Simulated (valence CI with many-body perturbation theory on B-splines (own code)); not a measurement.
# E1 transitions of Lu65+

Calculated by valence CI with perturbative core correlation (CI+MBPT): four valence electrons over a frozen Dirac-Fock core [He], a basis of 11 s, 11 p, 10 d, 8 f, 5 g, 2 h functions for each j, with the one-electron correlation potential Σ1, the two-electron term Σ2, the three-electron term Σ3, Breit, model QED; selected CI, second order for the rest, scaled by the run's own slope (own B-spline code, finite nucleus).

No measured spectrum was set against this ion. As an estimate, large intervals hold to a few tenths of a per cent, small ones and those within an open d or f shell to about a per cent. Among the levels kept, up to 1100 cm⁻¹ of a level comes from second order outside the variational space, and about a tenth of that is noise between levels of different J, which matters for small intervals.

Lines 101 to 150 of 572 in falling wavelength, among levels below 12964 eV, chosen from the strongest by gf and those to the six lowest levels. Wavelengths and rates use the calculated energies. Electric multipoles are in the length gauge with retardation, E1 and E2 with the static RPA response of the core. Weak lines are less certain than strong ones. Lines between different terms over intervals too small for the method are left out, as are lines whose strength nearly cancels. The highest levels of a list are the least certain.

Levels are named by their leading jj configuration (3d3/2^4 stands for four electrons in 3d with j = 3/2), which in mixed levels can hold well under half, so a name can repeat and another be missing. Letters in brackets count levels of one name in rising energy.

```
λ vac (nm)                           Upper                        Lower   A (s⁻¹)  log gf  Branch %
     2.867      (2s 2p3/2^2 3d5/2) J=3 [a]   (2s 2p3/2^2 3p1/2) J=2 [b]  2.76e+11   -0.62       0.0
     2.864          (2s^2 2p3/2 3d3/2) J=1       (2s^2 2p3/2 3p1/2) J=1  5.00e+11   -0.73       0.0
     2.856      (2s 2p3/2^2 3d3/2) J=1 [c]   (2s 2p3/2^2 3p1/2) J=1 [a]  3.81e+11   -0.85       0.0
     2.855       (2p1/2^2 2p3/2 3d3/2) J=1    (2p1/2^2 2p3/2 3p1/2) J=1  4.64e+11   -0.77       0.1
     2.855          (2s 2p3/2^2 3p3/2) J=4          (2s 2p3/2^2 3s) J=3  9.39e+11    0.01      20.8
     2.852          (2s^2 2p3/2 3p3/2) J=3          (2s^2 2p3/2 3s) J=2  9.44e+11   -0.09      10.3
     2.849  (2s 2p1/2 2p3/2 3p3/2) J=3 [a]  (2s 2p1/2 2p3/2 3s) J=2 [a]  8.94e+11   -0.12       0.7
     2.849  (2s 2p1/2 2p3/2 3p3/2) J=2 [a]  (2s 2p1/2 2p3/2 3s) J=1 [a]  4.21e+11   -0.59       0.1
     2.846       (2p1/2^2 2p3/2 3p3/2) J=3       (2p1/2^2 2p3/2 3s) J=2  7.74e+11   -0.18       0.2
     2.842   (2p1/2 2p3/2^2 3p3/2) J=1 [c]   (2p1/2 2p3/2^2 3s) J=1 [b]  3.21e+11   -0.93       0.1
     2.841   (2p1/2 2p3/2^2 3p3/2) J=1 [c]       (2p1/2 2p3/2^2 3s) J=0  6.11e+11   -0.65       0.2
     2.835  (2s 2p1/2 2p3/2 3d3/2) J=3 [b]   (2s 2p1/2 2p3/2 3p1/2) J=3  3.13e+11   -0.58       0.0
     2.831      (2s 2p3/2^2 3p3/2) J=2 [b]      (2s 2p3/2^2 3s) J=1 [a]  6.73e+11   -0.39       1.1
     2.828      (2s 2p1/2 2p3/2 3p3/2) J=4      (2s 2p1/2 2p3/2 3s) J=3  8.63e+11   -0.03      29.3
     2.828  (2s 2p1/2 2p3/2 3p3/2) J=3 [b]  (2s 2p1/2 2p3/2 3s) J=2 [b]  3.57e+11   -0.52       0.1
     2.827      (2s 2p3/2^2 3p3/2) J=3 [a]          (2s 2p3/2^2 3s) J=3  5.56e+11   -0.33       0.3
     2.824      (2s 2p3/2^2 3p3/2) J=2 [c]      (2s 2p3/2^2 3s) J=2 [b]  2.51e+11   -0.82       0.7
     2.820   (2p1/2 2p3/2^2 3p3/2) J=2 [c]   (2p1/2 2p3/2^2 3s) J=1 [b]  7.32e+11   -0.36       0.2
     2.799      (2s 2p3/2^2 3p3/2) J=2 [c]      (2s 2p3/2^2 3s) J=1 [b]  3.62e+11   -0.67       1.0
     2.798  (2s 2p1/2 2p3/2 3p3/2) J=1 [b]  (2s 2p1/2 2p3/2 3s) J=2 [b]  8.82e+11   -0.51       0.2
     2.794   (2p1/2 2p3/2^2 3d3/2) J=3 [b]    (2p1/2 2p3/2^2 3p1/2) J=3  3.00e+11   -0.61       0.0
     2.782  (2s 2p1/2 2p3/2 3p3/2) J=2 [d]  (2s 2p1/2 2p3/2 3s) J=2 [c]  4.11e+11   -0.62       0.2
     2.780          (2s^2 2p1/2 3p3/2) J=2          (2s^2 2p1/2 3s) J=1  9.95e+11   -0.24      23.8
     2.780  (2s 2p1/2 2p3/2 3d3/2) J=2 [b]   (2s 2p1/2 2p3/2 3p1/2) J=3  1.98e+11   -0.94       0.0
     2.772          (2s^2 2p1/2 3p3/2) J=1          (2s^2 2p1/2 3s) J=1  3.67e+11   -0.90       8.8
     2.768      (2s 2p3/2^2 3p3/2) J=1 [b]      (2s 2p3/2^2 3s) J=1 [a]  3.45e+11   -0.92       0.1
     2.756      (2s 2p3/2^2 3p3/2) J=2 [c]      (2s 2p3/2^2 3s) J=1 [a]  3.01e+11   -0.77       0.8
     2.756  (2s 2p1/2 2p3/2 3p3/2) J=1 [c]  (2s 2p1/2 2p3/2 3s) J=1 [c]  4.52e+11   -0.81       0.2
     2.750          (2s^2 2p1/2 3p3/2) J=1          (2s^2 2p1/2 3s) J=0  7.11e+11   -0.62      17.1
     2.747   (2p1/2 2p3/2^2 3p3/2) J=1 [b]   (2p1/2 2p3/2^2 3s) J=2 [b]  4.16e+11   -0.85       0.1
     2.739          (2s 2p1/2^2 3p3/2) J=2          (2s 2p1/2^2 3s) J=1  9.60e+11   -0.27       3.4
     2.738  (2s 2p1/2 2p3/2 3p3/2) J=2 [b]      (2s 2p1/2 2p3/2 3s) J=3  2.74e+11   -0.81       0.1
     2.729      (2s 2p3/2^2 3p3/2) J=2 [a]      (2s 2p3/2^2 3s) J=2 [a]  8.10e+11   -0.34       0.2
     2.728  (2s 2p1/2 2p3/2 3p3/2) J=2 [d]  (2s 2p1/2 2p3/2 3s) J=1 [b]  5.98e+11   -0.48       0.3
     2.722       (2p1/2^2 2p3/2 3p3/2) J=2       (2p1/2^2 2p3/2 3s) J=1  4.56e+11   -0.60       0.1
     2.719          (2s^2 2p3/2 3p3/2) J=2          (2s^2 2p3/2 3s) J=1  5.80e+11   -0.49       5.3
     2.714  (2s 2p1/2 2p3/2 3p3/2) J=1 [c]      (2s 2p1/2 2p3/2 3s) J=0  5.38e+11   -0.75       0.2
     2.709          (2s 2p1/2^2 3p3/2) J=1          (2s 2p1/2^2 3s) J=1  3.81e+11   -0.90       0.1
     2.685  (2s 2p1/2 2p3/2 3p3/2) J=1 [d]  (2s 2p1/2 2p3/2 3s) J=1 [b]  6.55e+11   -0.67       2.0
     2.682  (2s 2p1/2 2p3/2 3p3/2) J=2 [a]  (2s 2p1/2 2p3/2 3s) J=2 [a]  4.75e+11   -0.59       0.2
     2.675  (2s 2p1/2 2p3/2 3p3/2) J=3 [b]      (2s 2p1/2 2p3/2 3s) J=3  6.03e+11   -0.34       0.2
     2.673       (2p1/2^2 2p3/2 3p3/2) J=2       (2p1/2^2 2p3/2 3s) J=2  4.55e+11   -0.61       0.1
     2.671   (2p1/2 2p3/2^2 3p3/2) J=2 [b]   (2p1/2 2p3/2^2 3s) J=2 [b]  6.96e+11   -0.43       0.2
     2.669          (2s^2 2p3/2 3p3/2) J=2          (2s^2 2p3/2 3s) J=2  5.66e+11   -0.52       5.2
     2.621   (2p1/2 2p3/2^2 3p3/2) J=1 [b]   (2p1/2 2p3/2^2 3s) J=1 [a]  5.77e+11   -0.75       0.2
     2.618      (2s 2p3/2^2 3p3/2) J=1 [c]      (2s 2p3/2^2 3s) J=1 [b]  9.44e+11   -0.54       0.6
     2.576      (2s 2p3/2^2 3p3/2) J=2 [a]          (2s 2p3/2^2 3s) J=3  2.93e+11   -0.84       0.1
     2.573          (2s^2 2p3/2 3p3/2) J=0          (2s^2 2p3/2 3s) J=1  1.36e+12   -0.87      10.6
    0.8977      (2s 2p3/2^2 3p3/2) J=3 [a]       (2s^2 2p3/2 3p3/2) J=2  1.36e+12   -0.94       0.7
    0.8823          (2s 2p3/2^2 3d5/2) J=5       (2s^2 2p3/2 3d5/2) J=4  1.52e+12   -0.71      91.3
```

**Question.** How does gf follow from A for the line at 2.835 nm?

**Answer.** gf = 1.4992 × (2J+1)_upper × A / σ², with σ = 3527636 cm⁻¹ and 2J+1 = 7: gf = 0.264.
